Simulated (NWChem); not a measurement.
System: BH₃Se; SMILES B[SeH]

Input file for NWChem:

```
start job
memory heap 200 mb stack 900 mb global 1100 mb
geometry units angstroms noautoz
  B      0.002153     1.541632     0.000000
  H     -1.074721     2.098241     0.000000
  H      1.056632     2.135306     0.000000
  Se    -0.067942    -0.365048     0.000000
  H      1.397733    -0.618605     0.000000
end
basis spherical
  B library 6-31g*
  H library 6-31g*
  Se library 6-31g*
end
dft
  xc xcamb88 1.00 lyp 1.0 hfexch 1.00
  cam 0.33 cam_alpha 0.0 cam_beta 1.0
  iterations 150
  mulliken
end
task dft energy
```

NWChem printed, in part:

```
             Northwest Computational Chemistry Package (NWChem) 7.3.0
             --------------------------------------------------------

 CS  symmetry detected

                             Geometry "geometry" -> ""
                             -------------------------

 Output coordinates in angstroms (scale by  1.889725989 to convert to a.u.)

  No.       Tag          Charge          X              Y              Z
 ---- ---------------- ---------- -------------- -------------- --------------
    1 B                    5.0000    -0.00565324     1.56772365     0.00000000
    2 H                    1.0000    -1.09287906     2.10383110     0.00000000
    3 H                    1.0000     1.03738920     2.18126847     0.00000000
    4 Se                  34.0000    -0.03961313    -0.33994211     0.00000000
    5 H                    1.0000     1.43060251    -0.56568602     0.00000000

 Effective nuclear repulsion energy (a.u.)      78.5503076173

      Symmetry information
      --------------------

 Group name             Cs
 Group number              2
 Group order               2
 No. of unique centers     5

                                 NWChem DFT Module
                                 -----------------

 Summary of "ao basis" -> "ao basis" (spherical)
 ------------------------------------------------------------------------------
       Tag                 Description            Shells   Functions and Types
 ---------------- ------------------------------  ------  ---------------------
 B                           6-31g*                  6       14   3s2p1d
 H                           6-31g*                  2        2   2s
 Se                          6-31g*                 12       32   5s4p3d

      Symmetry analysis of basis
      --------------------------

        a'         38
        a"         14

            General Information
            -------------------
          SCF calculation type: DFT
          Wavefunction type:  closed shell.
          No. of atoms     :     5
          No. of electrons :    42
           Alpha electrons :    21
            Beta electrons :    21
          Charge           :     0
          Spin multiplicity:     1
          Use of symmetry is: on ; symmetry adaption is: on
          Maximum number of iterations: 150
          AO basis - number of functions:    52
                     number of shells:    24
          Convergence on energy requested:  1.00D-06
          Convergence on density requested:  1.00D-05
          Convergence on gradient requested:  5.00D-04

              XC Information
              --------------
                     Hartree-Fock (Exact) Exchange  1.000
                   CAM-Becke88 Exchange Functional  1.000
              Lee-Yang-Parr Correlation Functional  1.000

           Range-Separation Parameters
           ---------------------------
           Alpha           :  0.00
           Beta            :  1.00
           Gamma           :  0.33
           Short-Range HF  :     F

             Grid Information
             ----------------
          Grid used for XC integration:  medium
          Radial quadrature: Mura-Knowles
          Angular quadrature: Lebedev.
          Tag              B.-S. Rad. Rad. Pts. Rad. Cut. Ang. Pts.
          ---              ---------- --------- --------- ---------
          B                   0.85       49           8.0       434
          H                   0.35       45          10.0       434
          Se                  1.15      112           8.0       590
          Grid pruning is: on
          Number of quadrature shells:   296
          Spatial weights used:  Erf1

      Superposition of Atomic Density Guess
      -------------------------------------

 Sum of atomic energies:       -2425.52612938

      Non-variational initial energy
      ------------------------------

 Total energy =   -2426.112922
 1-e energy   =   -3532.467105
 2-e energy   =    1027.803876
 HOMO         =      -0.319566
 LUMO         =       0.002178

      Symmetry analysis of molecular orbitals - initial
      -------------------------------------------------

  Numbering of irreducible representations:

     1 a'          2 a"

  Orbital symmetries:

     1 a'          2 a'          3 a'          4 a'          5 a"
     6 a'          7 a'          8 a'          9 a'         10 a"
    11 a'         12 a'         13 a"         14 a'         15 a"
    16 a'         17 a'         18 a'         19 a'         20 a'
    21 a"         22 a"         23 a'         24 a'         25 a'
    26 a'         27 a'         28 a'         29 a"         30 a'
    31 a'

     ---------------------------------------------
      Total Density - Mulliken Population Analysis
     ---------------------------------------------

    Atom       Charge   Shell Charges
 -----------   ------   -------------------------------------------------------
    1 B    5     4.89   2.00  0.63  1.09  0.57  0.57  0.03
    2 H    1     1.01   0.49  0.52
    3 H    1     1.00   0.49  0.51
    4 Se  34    34.32   2.00  2.00  6.00  2.00  5.99  1.50  3.24  0.35  1.18  6.94  2.94  0.17
    5 H    1     0.78   0.38  0.40

   convergence    iter        energy       DeltaE   RMS-Dens  Diis-err
 ---------------- ----- ----------------- --------- --------- ---------
 d= 0,ls=0.0,diis     1  -2427.4214083373 -2.51D+03  8.17D-03  2.88D-01
 d= 0,ls=0.0,diis     2  -2427.4505134852 -2.91D-02  3.49D-03  8.22D-02
 d= 0,ls=0.0,diis     3  -2427.4561382613 -5.62D-03  1.08D-03  7.20D-03
 d= 0,ls=0.0,diis     4  -2427.4567254318 -5.87D-04  2.78D-04  2.34D-04
 d= 0,ls=0.0,diis     5  -2427.4567554690 -3.00D-05  1.36D-04  1.84D-05
  Resetting Diis
 d= 0,ls=0.0,diis     6  -2427.4567595273 -4.06D-06  3.33D-05  1.36D-06
 d= 0,ls=0.0,diis     7  -2427.4567598728 -3.45D-07  7.81D-06  5.39D-08

         Total DFT energy =    -2427.456759872770
      One electron energy =    -3533.193475180658
           Coulomb energy =     1118.977587099231
    Exchange-Corr. energy =      -91.791179408663
 Nuclear repulsion energy =       78.550307617320

 Numeric. integr. density =       41.999989039593

                  Occupations of the irreducible representations
                  ----------------------------------------------

                     irrep           alpha         beta
                     --------     --------     --------
                     a'               16.0         16.0
                     a"                5.0          5.0

                       DFT Final Molecular Orbital Analysis
                       ------------------------------------

 Vector   19  Occ=2.000000D+00  E=-4.433225D-01  Symmetry=a'
              MO Center= -2.1D-01,  1.3D+00, -3.4D-17, r^2= 2.6D+00
   Bfn.  Coefficient  Atom+Function         Bfn.  Coefficient  Atom+Function
  ----- ------------  ---------------      ----- ------------  ---------------
    30      0.324973  4 Se py                 3      0.316145  1 B  px
    16     -0.267410  2 H  s                 15     -0.253747  2 H  s
     4     -0.215491  1 B  py                29     -0.160794  4 Se px
    52     -0.156299  5 H  s                 26     -0.143403  4 Se py
    51     -0.133496  5 H  s                  7      0.120929  1 B  px

 Vector   20  Occ=2.000000D+00  E=-4.089867D-01  Symmetry=a'
              MO Center=  8.8D-02,  2.3D-01,  1.6D-15, r^2= 2.9D+00
   Bfn.  Coefficient  Atom+Function         Bfn.  Coefficient  Atom+Function
  ----- ------------  ---------------      ----- ------------  ---------------
    30      0.483399  4 Se py                29      0.337236  4 Se px
     4     -0.254074  1 B  py                28      0.224283  4 Se s
    26     -0.212517  4 Se py                18     -0.207942  3 H  s
    32     -0.178642  4 Se s                 17     -0.172326  3 H  s
     3     -0.155543  1 B  px                34      0.150719  4 Se py

 Vector   21  Occ=2.000000D+00  E=-3.668863D-01  Symmetry=a"
              MO Center= -1.8D-02, -7.0D-02, -1.9D-15, r^2= 2.0D+00
   Bfn.  Coefficient  Atom+Function         Bfn.  Coefficient  Atom+Function
  ----- ------------  ---------------      ----- ------------  ---------------
    31      0.697466  4 Se pz                35      0.322212  4 Se pz
    27     -0.301327  4 Se pz                 5      0.172874  1 B  pz
     9      0.106631  1 B  pz                23      0.090540  4 Se pz
    47      0.033200  4 Se d -1

 Vector   22  Occ=0.000000D+00  E= 3.431919D-02  Symmetry=a"
              MO Center= -8.1D-03,  1.2D+00,  8.4D-13, r^2= 2.6D+00
   Bfn.  Coefficient  Atom+Function         Bfn.  Coefficient  Atom+Function
  ----- ------------  ---------------      ----- ------------  ---------------
     9      0.661547  1 B  pz                 5      0.462609  1 B  pz
    35     -0.316645  4 Se pz                31     -0.312041  4 Se pz
    27      0.127616  4 Se pz                47      0.072508  4 Se d -1
    37     -0.040346  4 Se d -1              23     -0.038087  4 Se pz

 Vector   23  Occ=0.000000D+00  E= 1.000360D-01  Symmetry=a'
              MO Center=  3.1D-01, -3.0D-01,  2.2D-16, r^2= 3.3D+00
   Bfn.  Coefficient  Atom+Function         Bfn.  Coefficient  Atom+Function
  ----- ------------  ---------------      ----- ------------  ---------------
    52      1.231772  5 H  s                 33     -0.800750  4 Se px
     6     -0.582188  1 B  s                 29     -0.486243  4 Se px
    34      0.444570  4 Se py                18      0.377485  3 H  s
    28      0.329460  4 Se s                 51      0.208972  5 H  s
    32     -0.186708  4 Se s                 25      0.183961  4 Se px

[...]
```

Level: LC-BLYP (range parameter 0.33 per bohr)/6-31G* (spherical d). All runs use the structure optimised with PBE-D3(BJ)/def2-SVP.
